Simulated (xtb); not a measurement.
H5InN2, SMILES [NH2][InH][NH2]. All values are semi-empirical tight-binding results from xtb (GFN2-xTB unless named), good for trends rather than for accurate numbers. The structure is a stationary point at GFN2-xTB. The values are those of a single conformer.

For metal compounds this method's bond lengths and energies can be far off.

```
Item                                           Value
-------------------------------------  -------------
point group as xtb finds it                       Cs
orbital gap                                  3.34 eV
zero-point energy                      32.0 kcal/mol
G − E(el) at 298.15 K (modified RRHO)  13.0 kcal/mol
```
